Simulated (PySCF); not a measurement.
## Excitation energy of Be⁺ by level of theory

Be⁺ [He] 2s1 (2S) → Be⁺ [He] 2p1 (2P), as a difference of total energies. All numbers are calculated (PySCF 2.14, no relativity, point nucleus, in def2-QZVPPD). Correlated levels: valence and next inner shell: nothing frozen. The calculations carry no spin-orbit coupling.

```tsv
method	excitation energy (eV)	error (eV)
UHF	3.988	+0.029
LDA	3.501	-0.458
PBE	3.448	-0.511
PBE0	3.589	-0.370
r2SCAN	3.523	-0.436
r2SCAN0	3.647	-0.312
M06-L	3.063	-0.896
M06-2X	3.784	-0.175
MP2 (valence and next inner shell)	3.986	+0.027
SCS-MP2 (valence and next inner shell)	3.996	+0.037
```

Reference: 3.959 eV (measured; NIST levels, between the centres of gravity of the two terms).

Errors of the correlated levels include the incompleteness of this basis.
